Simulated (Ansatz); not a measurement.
The input (input.yaml):

```yaml
crystal:
  periodic: [false, false, false]
  atoms:
    - { symbol: Si, position_ang: [0.0, 0.0, 0.0] }
    - { symbol: H, position_ang: [0.0, 0.0, 1.46] }
    - { symbol: Cl, position_ang: [2.0086, 0.0, -0.7093] }
    - { symbol: F, position_ang: [-0.7489, 1.2974, -0.5295] }
    - { symbol: F, position_ang: [-0.7489, -1.2974, -0.5295] }
basis:
  gaussian: { orbitals: def2-SVP }
hamiltonian:
  xc: pbe0
  dispersion: d4
relax:
  f_tol: 0.02
  max_steps: 40
```

Run as:

```bash
$ ansatz run input.yaml --threads 1 --pin off --max-ram 2048MiB --backend cpu --events-out ev --progress --plain --runs-dir out
```

Hardware: 1 thread of Arm Neoverse V2, with other jobs on the host.

Q: Roughly how long does this run take, and how much memory?

A: 12 s, with a peak of 0.13 GiB, for 6 ionic steps.
